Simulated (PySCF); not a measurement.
Isomers of C6H13NOSi, from PBE0-D3(BJ)/def2-SVP geometry optimisation, gas phase in PySCF 2.14.0. One conformer each, no zero-point energy, no frequencies.

Question: Which is lowest in electronic energy at this level?
A. `[CH3:1]/[N:2]=[CH:3]/[C@@H:4]1[CH2:5][O:6][CH2:7][CH2:8][SiH2:9]1` with N2–C3–C4–C5 -134°, C3–C4–C5–O6 -178°, C4–C5–O6–C7 73°, C5–O6–C7–C8 -73°, O6–C7–C8–Si9 56°: A = 2947, B = 744.9, C = 628.3 MHz, dipole 1.73 D
B. `[SiH3:1][O:2]/[CH:3]=[CH:4]/[N:5]1[CH2:6][CH2:7][CH2:8][CH2:9]1` with Si1–O2–C3–C4 8°, C3–C4–N5–C6 166°, C4–N5–C6–C7 -156°, N5–C6–C7–C8 -28°, C6–C7–C8–C9 38°, C7–C8–C9–N5 -33°: A = 4330, B = 548.6, C = 499.6 MHz, dipole 2.37 D
C. `[CH2:1]=[CH:2][Si@@H:3]([NH:4][CH:5]=[O:6])[CH:7]([CH3:8])[CH3:9]` with C1–C2–Si3–N4 -61°, C2–Si3–N4–C5 -62°, Si3–N4–C5–O6 0°, C2–Si3–C7–C8 55°: A = 1811, B = 980.0, C = 722.2 MHz, dipole 3.71 D

Answer: C. That is `CC([Si@H](NC=O)C=C)C`, 19.4 kcal/mol below the next.

```tsv
SMILES	mapped SMILES	E (Eh)	relative (kcal/mol)	relative (kJ/mol)	dipole (D)
C=C[Si@@H](NC=O)C(C)C	[CH2:1]=[CH:2][Si@@H:3]([NH:4][CH:5]=[O:6])[CH:7]([CH3:8])[CH3:9]	-655.06482	0.0	0.0	3.71
[SiH3]O/C=C/N1CCCC1	[SiH3:1][O:2]/[CH:3]=[CH:4]/[N:5]1[CH2:6][CH2:7][CH2:8][CH2:9]1	-655.03397	19.4	81.0	2.37
C/N=C/[C@@H]1COCC[SiH2]1	[CH3:1]/[N:2]=[CH:3]/[C@@H:4]1[CH2:5][O:6][CH2:7][CH2:8][SiH2:9]1	-655.01517	31.2	130.4	1.73
```

As drawn, the lowest has a C=O bond, an N–H bond and a C(=O)–N unit, which the highest lacks; the highest has a C=N bond, which the lowest lacks.
